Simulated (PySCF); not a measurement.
# Spin-rotation constants: `CC(C)[SiH2][C@@H](C)F`, C5H13FSi

Molfile (atoms numbered from 1):
```
C5H13FSi
     RDKit          3D

 20 19  0  0  0  0  0  0  0  0999 V2000
   -1.8124   -1.0719    0.0364 C   0  0  0  0  0  0  0  0  0  0  0  0
   -1.3208    0.3707   -0.0860 C   0  0  0  0  0  0  0  0  0  0  0  0
   -2.2549    1.1614   -0.9982 C   0  0  0  0  0  0  0  0  0  0  0  0
    0.4772    0.4624   -0.7165 Si  0  0  0  0  0  4  0  0  0  0  0  0
    1.6551   -0.3592    0.5638 C   0  0  1  0  0  0  0  0  0  0  0  0
    3.1004   -0.4315    0.1072 C   0  0  0  0  0  0  0  0  0  0  0  0
    1.5974    0.4006    1.7337 F   0  0  0  0  0  0  0  0  0  0  0  0
   -1.7889   -1.5698   -0.9312 H   0  0  0  0  0  0  0  0  0  0  0  0
   -2.8387   -1.0931    0.4010 H   0  0  0  0  0  0  0  0  0  0  0  0
   -1.1966   -1.6394    0.7304 H   0  0  0  0  0  0  0  0  0  0  0  0
   -1.3665    0.8239    0.9107 H   0  0  0  0  0  0  0  0  0  0  0  0
   -2.2536    0.7415   -2.0018 H   0  0  0  0  0  0  0  0  0  0  0  0
   -1.9451    2.2012   -1.0656 H   0  0  0  0  0  0  0  0  0  0  0  0
   -3.2757    1.1325   -0.6196 H   0  0  0  0  0  0  0  0  0  0  0  0
    0.9050    1.8559   -0.8688 H   0  0  0  0  0  0  0  0  0  0  0  0
    0.6305   -0.2679   -1.9818 H   0  0  0  0  0  0  0  0  0  0  0  0
    1.3168   -1.3576    0.8652 H   0  0  0  0  0  0  0  0  0  0  0  0
    3.4625    0.5585   -0.1576 H   0  0  0  0  0  0  0  0  0  0  0  0
    3.1703   -1.0761   -0.7639 H   0  0  0  0  0  0  0  0  0  0  0  0
    3.7328   -0.8316    0.8978 H   0  0  0  0  0  0  0  0  0  0  0  0
  1  2  1  0
  2  3  1  0
  2  4  1  0
  4  5  1  0
  5  6  1  0
  5  7  1  0
  1  8  1  0
  1  9  1  0
  1 10  1  0
  2 11  1  0
  3 12  1  0
  3 13  1  0
  3 14  1  0
  4 15  1  0
  4 16  1  0
  5 17  1  1
  6 18  1  0
  6 19  1  0
  6 20  1  0
M  END
```

Theory: PySCF, GIAO PBE/3-21G magnetisability, rotational g tensor and spin-rotation constants, non-relativistic, gas phase. Geometry: GFN2-xTB.

Task: Give the nuclear spin-rotation constants along the inertial axes (H = +C I·J) beside the isotropic shieldings.

Result: Rotational constants 3.7263, 1.0689, 1.0116 GHz. A star marks the isotopologue with that one atom substituted, in its own axes.
```tsv
atom	isotope	Caa (kHz)	Cbb (kHz)	Ccc (kHz)	mean (kHz)	σ (ppm)
F7	19F	0.868	0.237	0.492	0.532	414.3
H8	1H	-0.433	-0.085	-0.028	-0.182	32.0
H9	1H	-0.088	-0.080	-0.119	-0.096	31.6
H10	1H	-0.117	-0.069	-0.117	-0.101	31.4
H11	1H	-0.405	-0.072	-0.037	-0.171	31.4
H12	1H	-0.417	-0.079	-0.037	-0.178	32.0
H13	1H	-0.420	-0.081	-0.028	-0.176	31.6
H14	1H	-0.112	-0.075	-0.117	-0.101	31.6
H15	1H	-0.378	-0.056	-0.021	-0.151	29.1
H16	1H	-0.389	-0.069	-0.007	-0.155	29.2
H17	1H	-0.355	-0.007	-0.049	-0.137	27.8
H18	1H	-0.407	-0.049	-0.059	-0.172	31.3
H19	1H	-0.442	-0.106	-0.008	-0.185	31.8
H20	1H	-0.077	-0.074	-0.120	-0.090	31.1
C1	13C*	0.462	0.120	0.111	0.231	184.1
C2	13C*	0.407	0.112	0.103	0.207	191.3
C3	13C*	0.400	0.125	0.124	0.217	183.8
Si4	29Si*	-1.571	-0.497	-0.505	-0.858	487.1
C5	13C*	0.854	0.244	0.141	0.413	128.8
C6	13C*	0.398	0.133	0.120	0.217	183.2
```
For the geometry as given, no vibrational averaging.
